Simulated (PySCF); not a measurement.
## Telling isomers of C6H8FNO apart by NMR

Level of theory: NMR shieldings at PBE0/pcSseg-1/GIAO, geometry: GFN2-xTB, in PySCF (non-relativistic, one conformer, rapidly exchanging positions averaged, in vacuum).

Scale: 1H (σref 31.72) and 13C (σref 186.93) against TMS (reference shieldings calculated alike). Splittings of carbon signals by F and P are missing where no couplings were computed. Where no couplings were computed, multiplicities follow the n + 1 count of equivalent neighbours, and m marks all less simple cases (inequivalent or close neighbours, rings, F or P nearby). Acid and N–H amide carbonyl carbons lie up to 10 ppm further downfield in solution (hydrogen bonding). Shifts are as computed. Against solution values, carbons near 30 ppm lie about +3 ppm off and those near 130 ppm about +5 ppm. Of 1211 compounds with measured shifts, 218 miss one by over three times the rms of a fit or turn the order of signals round; such compounds aren't used in these exercises. Groups on amide-type nitrogens are kept apart (slow C–N rotation). OH and NH positions are gas-phase values without hydrogen bonding to other molecules.

(1) Tabulate the signals of `C=C(C)/C(F)=C/C(N)=O`, `CN1CCC(C=O)=C1F` and their relative energies.

(2) What is the quickest way to tell C=C(C)/C(F)=C/C(N)=O from CN1CCC(C=O)=C1F?

Results:

(1) 
```json
{"SMILES": "C=C(C)/C(F)=C/C(N)=O", "carbon types": "3×C 1×CH 1×CH2 1×CH3", "δC": "171.6, 164.6, 143.3, 127.1, 110.3, 21.4", "δH": "6.18 (br, 1H), 6.11 (m, 1H), 5.72 (m, 1H), 5.30 (m, 1H), 4.80 (br, 1H), 1.99 (s, 3H)", "E rel. (kcal/mol)": "0.0"}
{"SMILES": "CN1CCC(C=O)=C1F", "carbon types": "2×C 1×CH 2×CH2 1×CH3", "δC": "180.3, 172.9, 95.2, 50.2, 31.4, 24.4", "δH": "9.91 (m, 1H), 3.43 (m, 2H), 2.95 (m, 2H), 2.89 (s, 3H)", "E rel. (kcal/mol)": "7.1"}
```

Energies are electronic energies at PBE0/pcSseg-1 on these geometries, without zero-point or thermal terms, each for the one conformer computed, which needn't be the lowest.

(2) Both give the same number of carbon signals, but DEPT or the intensities differ. The first has a terminal =CH2 carbon at 127.1 ppm, the second an aldehyde carbonyl carbon (CH) at 180.3 ppm. Their most deshielded carbons lie at 171.6 and 180.3 ppm. In the proton spectra the most deshielded non-exchanging signals are 6.11 (m, 1H) and 9.91 (m, 1H).
